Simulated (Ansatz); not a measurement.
`[OH][Sn][Br]` + CH₃SH → `C[S][Sn][OH]` + HBr at 700 K and 1 bar (ligand exchange at the Sn–Br bond).

Calculated with Ansatz (gas phase, PBE0-D4/def2-TZVP geometries, no zero-point term in ΔE). CBS: MP2 limit from def2 TZ/QZ plus the TZ coupled-cluster correction, frozen cores. This one scheme is used for every species. Elements past krypton have def2 core potentials. For Br, Sn outer-core shells are correlated without core-valence functions, which leaves a few kJ/mol of doubt a bond. Scalar relativity is left out up to krypton. Each species was taken in one conformer, which may not be the lowest.

```csv
species,CCSD(T)/CBS energy (Eh),H − E (kJ/mol),S (J/(mol·K))
`[OH][Sn][Br]`,-2863.20849,77.8,374.3
CH₃SH,-438.22835,160.2,309.0
`C[S][Sn][OH]`,-727.49807,202.2,446.9
HBr,-2573.91920,36.5,223.7
```

H − E and S are ideal-gas, rigid-rotor, harmonic terms from PBE0-D4/def2-TZVP, for one conformer and one mirror image of each species. 1 Eh = 2625.50 kJ/mol, R = 8.31446 J/(mol·K).

Q: By hand: ΔE, ΔH, ΔS and ΔG.

A: ΔE = (-727.49807) + (-2573.91920) − (-2863.20849) − (-438.22835) = 0.01957 Eh = 51.4 kJ/mol. Δ(H − E) = 202.2 + 36.5 − 77.8 − 160.2 = 0.7, so ΔH = 52.1 kJ/mol. ΔS = 446.9 + 223.7 − 374.3 − 309.0 = -12.7 J/(mol·K). ΔG = 52.1 − 700 × (-12.7)/1000 = 61.0 kJ/mol.

Q: By hand: the equilibrium constant, and the temperature at which ΔG would vanish if ΔH and ΔS stayed fixed.

A: log₁₀ K = −ΔG/(RT ln 10) = -4.6. ΔH and −TΔS have one sign here, so there is no such temperature.

The number of gas molecules stays the same, so ΔS is small and ΔH decides. A doubt of 5 kJ/mol in ΔE shifts log₁₀ K by 0.4 here. Other conformers and mirror images would add mixing entropy, several J/(mol·K) or more a flexible species. These are equilibria of isolated gas molecules and say nothing of rates. Largest T1 diagnostic: 0.016 (customary marks: 0.02 for closed shells, 0.045 for open ones).

ΔS is within the doubt of such terms, so its sign, and with it that verdict, could turn.
